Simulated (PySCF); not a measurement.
# Electron correlation in Fe⁺ (iron, charge +1)

[Ar] 3d6 4s1, high-spin 6D determinant. All numbers are calculated (PySCF 2.14, the non-relativistic Hamiltonian (point nucleus), in aug-cc-pVDZ (7s6p4d2f, 59 functions)). Frozen: [Ar]; 7 electrons correlated.

```tsv
level	correlation energy (mhartree)
CCSD	-124.18
(T)	-2.16
CCSD(T)	-126.34
```

Diagnostics: T1 = 0.011, D1 = 0.0219, largest double amplitude 0.032.

Cost of the coupled-cluster step: of the order of 2.6 core-seconds, for 7 correlated electrons.
